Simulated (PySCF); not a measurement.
C2H7ClOSi, SMILES C[C@@H](O)[SiH2]Cl. Atoms are numbered in the order given.

```xyz
12

C     -2.3410    -0.6259     0.7231
C     -1.2193     0.1513     0.0293
O     -1.1300     1.5062     0.4782
Si     0.4805    -0.7086     0.2204
Cl     1.9187     0.2488    -0.9419
H     -2.1301    -0.7667     1.8058
H     -2.4819    -1.6315     0.2762
H     -3.2959    -0.0677     0.6369
H     -1.4407     0.2179    -1.0586
H     -0.9314     1.4799     1.4339
H      0.4483    -2.1608    -0.1725
H      0.8879    -0.5827     1.6652
```
Charge 0, spin multiplicity 1.

Coordinates come from a PBE-D3(BJ)/def2-SVP optimisation. The structure was generated by enumeration; whether it is a known compound was not checked. One conformer was computed; it need not be the lowest.

Calculation: KT2/pcSseg-1 (PySCF).

GIAO shieldings, no solvent; atoms listed in one row are averaged. δ = σ(ref) − σ: ¹³C against TMS (σ = 185.1 ppm); ¹⁷O against H2O (σ = 330.4 ppm); ²⁹Si against TMS (σ = 361.9 ppm); ³⁵Cl against HCl (σ = 945.4 ppm); ¹H against TMS (σ = 31.47 ppm), references at their B3LYP-D3(BJ)/def2-TZVP geometries, non-relativistic (without spin–orbit terms, shifts of atoms bonded to Cl or Br come out too high).

| nucleus | atoms | count | δ (ppm) |
|---|---|---|---|
| ¹³C | C2 | 1 | 70.6 |
| ¹³C | C1 | 1 | 24.5 |
| ¹⁷O | O3 | 1 | 71.3 |
| ²⁹Si | Si4 | 1 | -3.4 |
| ³⁵Cl | Cl5 | 1 | -38.9 |
| ¹H | H11 | 1 | 5.73 |
| ¹H | H12 | 1 | 5.11 |
| ¹H | H9 | 1 | 4.18 |
| ¹H | H6, H7, H8 | 3 | 1.79 |
| ¹H | H10 | 1 | -0.05 |
